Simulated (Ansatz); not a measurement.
Si14H22, a nanocrystal with a defect cut from the lattice of silicon (two caps of one atom removed), 36 atoms. Hardware: 2 threads of AMD EPYC 7R13 on a shared host and a share (18 GiB) of an NVIDIA H100 80GB HBM3.

Correlated methods freeze 70 core orbitals. Single mean-field runs in def2-TZVP are fitted with def2-universal-jkfit.

How many basis functions does each of these Ansatz runs have, and roughly what does it cost? HSE06-D4/def2-TZVP, charge 0 singlet, energy and forces, from earlier orbitals; PBE0-D4/def2-SVP, charge 0 singlet, energy, from earlier orbitals; CCSD(T)/def2-SVP, charge 0 singlet, energy, from earlier orbitals; RPA@PBE/def2-SVP, charge 0 singlet, energy, from earlier orbitals; PBE with 5 % exact exchange/def2-SVP, charge 0 triplet, energy, from earlier orbitals; PBE-D4/def2-TZVP, charge 0 triplet, energy, from earlier orbitals; PBE0-D4/def2-TZVP, charge 1 doublet at the geometry of the charge 0 singlet, energy; PBE-D4/def2-SVP, charge 0 singlet, energy, from earlier orbitals; B3LYP-D4/def2-TZVP, charge -1 doublet at the geometry of the charge 0 singlet, energy, from earlier orbitals; PBE0-D4/def2-TZVP, charge 0 triplet, energy, from earlier orbitals; HSE06-D4/def2-TZVP, charge 0 triplet, energy, from earlier orbitals; HF/def2-TZVP, charge 0 triplet, energy, from earlier orbitals.

Other jobs shared the machine, so times can vary by a factor of up to 3.

| run | functions | fitting or Cholesky vectors | wall time | peak host memory (GiB) |
| --- | --- | --- | --- | --- |
| PBE-D4/def2-SVP, charge 0 singlet, energy, from earlier orbitals | 362 | 4020 | 2.9 s | 1.1 |
| PBE with 5 % exact exchange/def2-SVP, charge 0 triplet, energy, from earlier orbitals | 362 | 3490 | 4.5 s | 1.1 |
| PBE0-D4/def2-SVP, charge 0 singlet, energy, from earlier orbitals | 362 | 3490 | 4.6 s | 1 |
| RPA@PBE/def2-SVP, charge 0 singlet, energy, from earlier orbitals | 362 | 3490 | 6 s | 1.9 |
| HF/def2-TZVP, charge 0 triplet, energy, from earlier orbitals | 650 | 2188 | 6.5 s | 1.1 |
| PBE-D4/def2-TZVP, charge 0 triplet, energy, from earlier orbitals | 650 | 2188 | 7 s | 1.2 |
| PBE0-D4/def2-TZVP, charge 1 doublet at the geometry of the charge 0 singlet, energy | 650 | 2188 | 7 s | 1.3 |
| HSE06-D4/def2-TZVP, charge 0 triplet, energy, from earlier orbitals | 650 | 2188 | 8 s | 1.2 |
| PBE0-D4/def2-TZVP, charge 0 triplet, energy, from earlier orbitals | 650 | 2188 | 8.5 s | 1.2 |
| B3LYP-D4/def2-TZVP, charge -1 doublet at the geometry of the charge 0 singlet, energy, from earlier orbitals | 650 | 2188 | 9 s | 1.2 |
| HSE06-D4/def2-TZVP, charge 0 singlet, energy and forces, from earlier orbitals | 650 | 2188 | 11 s | 1.6 |
| CCSD(T)/def2-SVP, charge 0 singlet, energy, from earlier orbitals | 362 | 3490 | 28 s | 1.7 |
